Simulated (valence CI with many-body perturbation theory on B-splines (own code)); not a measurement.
## Bi⁶⁷⁺: electric-dipole lines

Calculated by valence CI with perturbative core correlation (CI+MBPT): six valence electrons over a frozen Dirac-Fock core [Ne], a basis of 9 s, 9 p, 8 d, 6 f, 3 g, 1 h functions for each j, with the one-electron correlation potential Σ1, the two-electron term Σ2, the three-electron term Σ3, Breit, model QED; selected CI, second order for the rest, scaled by the run's own slope (own B-spline code, finite nucleus).

The last digits are not significant, and no measured levels were compared; by estimate large intervals hold to a few tenths of a per cent, small ones and those within an open d or f shell to about a per cent. Among the levels kept, up to 1200 cm⁻¹ of a level comes from second order outside the variational space, and about a tenth of that is noise between levels of different J, which matters for small intervals.

Lines 51 to 100 of 140 in falling wavelength, among levels below 78.050 Ry, chosen from the strongest by gf and those to the six lowest levels. Wavelengths and rates use the calculated energies. Electric multipoles are in the length gauge with retardation, E1 and E2 with the static RPA response of the core. Weak lines are less certain than strong ones. Lines between different terms over intervals too small for the method are left out, as are lines whose strength nearly cancels. The highest levels of a list are the least certain.

Levels are named by their leading jj configuration (3d3/2^4 stands for four electrons in 3d with j = 3/2), which in mixed levels can hold well under half, so a name can repeat and another be missing. Letters in brackets count levels of one name in rising energy.

```csv
λ vac (nm),Upper,Lower,A (s⁻¹),S (a.u.) with core polarisation,S without
4.132,(3s^2 3p1/2 3p3/2^2 3d3/2) J=3 [b],(3s^2 3p1/2 3p3/2^3) J=2,1.45e+09,3.52e-04,3.57e-04
4.103,(3s^2 3p1/2 3p3/2^2 3d5/2) J=5,(3s^2 3p1/2^2 3d3/2 3d5/2) J=4,4.30e+08,1.61e-04,1.63e-04
4.098,(3s^2 3p1/2 3p3/2^2 3d5/2) J=3 [a],(3s^2 3p1/2^2 3d3/2 3d5/2) J=3,4.60e+07,1.09e-05,1.11e-05
4.092,(3s^2 3p1/2 3p3/2^2 3d5/2) J=1 [a],(3s^2 3p1/2^2 3d3/2 3d5/2) J=1,9.44e+07,9.58e-06,9.71e-06
4.090,(3s^2 3p1/2^2 3d3/2^2) J=0,(3s^2 3p1/2^2 3p3/2 3d3/2) J=1,5.59e+10,1.89e-03,1.91e-03
4.057,(3s^2 3p1/2 3p3/2^2 3d5/2) J=0,(3s^2 3p1/2^2 3d3/2 3d5/2) J=1,4.76e+08,1.57e-05,1.59e-05
4.022,(3s^2 3p1/2^2 3d3/2 3d5/2) J=4,(3s^2 3p1/2^2 3p3/2 3d5/2) J=4,2.63e+10,7.61e-03,7.70e-03
4.010,(3s^2 3p1/2 3p3/2^2 3d5/2) J=1 [a],(3s^2 3p1/2^2 3d3/2 3d5/2) J=2,4.94e+07,4.72e-06,4.77e-06
4.004,(3s^2 3p1/2 3p3/2^2 3d3/2) J=2 [c],(3s^2 3p1/2 3p3/2^3) J=2,2.53e+09,4.01e-04,4.07e-04
3.961,(3s^2 3p1/2 3p3/2^2 3d3/2) J=2 [a],(3s^2 3p1/2^2 3d3/2^2) J=2,5.30e+07,8.13e-06,8.23e-06
3.912,(3s^2 3p1/2 3p3/2^2 3d5/2) J=4 [b],(3s^2 3p1/2^2 3d3/2 3d5/2) J=3,3.84e+08,1.02e-04,1.03e-04
3.905,(3s^2 3p1/2 3p3/2^2 3d3/2) J=1 [a],(3s^2 3p1/2^2 3d3/2^2) J=2,4.24e+07,3.74e-06,3.78e-06
3.848,(3s^2 3p1/2 3p3/2^2 3d3/2) J=3 [a],(3s^2 3p1/2^2 3d3/2^2) J=2,3.62e+08,7.13e-05,7.23e-05
3.804,(3s^2 3p1/2 3p3/2^3) J=1,(3s^2 3p1/2^2 3p3/2 3d3/2) J=0,1.02e+08,8.31e-06,8.41e-06
3.802,(3s^2 3p1/2 3p3/2^3) J=1,(3s^2 3p1/2^2 3p3/2 3d3/2) J=1,1.48e+08,1.20e-05,1.22e-05
3.780,(3s^2 3p1/2 3p3/2^2 3d3/2) J=1 [b],(3s^2 3p1/2 3p3/2^3) J=1,7.25e+09,5.80e-04,5.88e-04
3.738,(3s^2 3p1/2 3p3/2^2 3d3/2) J=1 [c],(3s^2 3p1/2 3p3/2^3) J=2,2.79e+09,2.16e-04,2.20e-04
3.736,(3s^2 3p1/2 3p3/2^2 3d5/2) J=3 [b],(3s^2 3p1/2^2 3d3/2 3d5/2) J=4,2.33e+07,4.20e-06,4.26e-06
3.704,(3s^2 3p1/2 3p3/2^2 3d5/2) J=2 [b],(3s^2 3p1/2^2 3d3/2 3d5/2) J=1,4.41e+07,5.52e-06,5.61e-06
3.685,(3s^2 3p1/2 3p3/2^3) J=1,(3s^2 3p1/2^2 3p3/2 3d3/2) J=2,4.03e+06,2.98e-07,3.04e-07
3.683,(3s^2 3p1/2 3p3/2^3) J=2,(3s^2 3p1/2^2 3p3/2 3d3/2) J=3,2.16e+06,2.67e-07,2.68e-07
3.681,(3s^2 3p1/2 3p3/2^3) J=2,(3s^2 3p1/2^2 3p3/2 3d3/2) J=1,8.19e+08,1.01e-04,1.02e-04
3.677,(3s^2 3p1/2 3p3/2^2 3d5/2) J=3 [b],(3s^2 3p1/2^2 3d3/2 3d5/2) J=2,8.65e+07,1.49e-05,1.51e-05
3.669,(3s^2 3p1/2 3p3/2^2 3d5/2) J=1 [b],(3s^2 3p1/2^2 3d3/2 3d5/2) J=1,2.81e+08,2.06e-05,2.08e-05
3.637,(3s^2 3p1/2 3p3/2^2 3d5/2) J=2 [b],(3s^2 3p1/2^2 3d3/2 3d5/2) J=2,5.91e+07,7.02e-06,7.11e-06
3.603,(3s^2 3p1/2 3p3/2^2 3d5/2) J=1 [b],(3s^2 3p1/2^2 3d3/2 3d5/2) J=2,1.36e+08,9.39e-06,9.52e-06
3.571,(3s^2 3p1/2 3p3/2^3) J=2,(3s^2 3p1/2^2 3p3/2 3d3/2) J=2,6.16e+08,6.93e-05,7.02e-05
3.543,(3s^2 3p1/2 3p3/2^2 3d5/2) J=3 [b],(3s^2 3p1/2^2 3d3/2 3d5/2) J=3,3.24e+07,4.98e-06,5.04e-06
3.532,(3s^2 3p1/2 3p3/2^2 3d3/2) J=1 [b],(3s^2 3p1/2^2 3d3/2^2) J=0,4.76e+08,3.11e-05,3.15e-05
3.417,(3s^2 3p1/2 3p3/2^2 3d3/2) J=3 [b],(3s^2 3p1/2^2 3d3/2^2) J=2,6.01e+08,8.28e-05,8.39e-05
3.329,(3s^2 3p1/2 3p3/2^2 3d3/2) J=2 [c],(3s^2 3p1/2^2 3d3/2^2) J=2,3.30e+08,3.00e-05,3.04e-05
3.262,(3s^2 3p1/2 3p3/2^2 3d3/2) J=1 [b],(3s^2 3p1/2^2 3d3/2^2) J=2,1.13e+08,5.79e-06,5.86e-06
3.204,(3s^2 3p1/2 3p3/2^2 3d5/2) J=3 [a],(3s^2 3p1/2 3p3/2^3) J=2,1.60e+09,1.82e-04,1.84e-04
3.052,(3s^2 3p1/2 3p3/2^2 3d5/2) J=1 [a],(3s^2 3p1/2 3p3/2^3) J=2,1.17e+11,4.93e-03,4.98e-03
2.987,(3s^2 3p1/2^2 3d5/2^2) J=2,(3s^2 3p1/2^2 3p3/2 3d5/2) J=1,2.51e+11,1.65e-02,1.67e-02
2.973,(3s^2 3p1/2 3p3/2^2 3d5/2) J=1 [a],(3s^2 3p1/2 3p3/2^3) J=1,7.67e+10,2.98e-03,3.01e-03
2.970,(3s^2 3p1/2^2 3d5/2^2) J=4,(3s^2 3p1/2^2 3p3/2 3d5/2) J=3,6.76e+11,7.86e-02,7.95e-02
2.955,(3s^2 3p1/2 3p3/2^2 3d5/2) J=0,(3s^2 3p1/2 3p3/2^3) J=1,1.89e+11,2.40e-03,2.43e-03
2.945,(3s^2 3p1/2^2 3d3/2 3d5/2) J=3,(3s^2 3p1/2^2 3p3/2 3d3/2) J=3,7.28e+10,6.42e-03,6.49e-03
2.931,(3s^2 3p1/2^2 3p3/2 3d5/2) J=2,(3s^2 3p1/2^2 3p3/2^2) J=2,2.94e+11,1.83e-02,1.85e-02
2.907,(3s^2 3p1/2 3p3/2^2 3d5/2) J=2 [a],(3s^2 3p1/2 3p3/2^3) J=2,8.65e+09,5.24e-04,5.30e-04
2.893,(3s^2 3p1/2^2 3d5/2^2) J=2,(3s^2 3p1/2^2 3p3/2 3d5/2) J=3,1.35e+11,8.09e-03,8.18e-03
2.873,(3s^2 3p1/2^2 3d3/2 3d5/2) J=3,(3s^2 3p1/2^2 3p3/2 3d3/2) J=2,3.86e+11,3.16e-02,3.20e-02
2.858,(3s^2 3p1/2^2 3d3/2 3d5/2) J=2,(3s^2 3p1/2^2 3p3/2 3d3/2) J=3,2.38e+10,1.37e-03,1.39e-03
2.857,(3s^2 3p1/2^2 3d3/2 3d5/2) J=2,(3s^2 3p1/2^2 3p3/2 3d3/2) J=1,3.02e+11,1.74e-02,1.76e-02
2.855,(3s^2 3p1/2 3p3/2^2 3d5/2) J=3 [b],(3s^2 3p1/2 3p3/2^3) J=2,2.04e+09,1.64e-04,1.65e-04
2.854,(3s^2 3p1/2^2 3p3/2 3d5/2) J=1,(3s^2 3p1/2^2 3p3/2^2) J=0,5.05e+11,1.74e-02,1.76e-02
2.836,(3s^2 3p1/2 3p3/2^2 3d5/2) J=2 [a],(3s^2 3p1/2 3p3/2^3) J=1,2.96e+10,1.67e-03,1.69e-03
2.830,(3s^2 3p1/2 3p3/2^2 3d5/2) J=2 [b],(3s^2 3p1/2 3p3/2^3) J=2,1.98e+11,1.11e-02,1.12e-02
2.824,(3s^2 3p1/2^2 3d3/2 3d5/2) J=4,(3s^2 3p1/2^2 3p3/2 3d3/2) J=3,5.46e+11,5.46e-02,5.52e-02
```
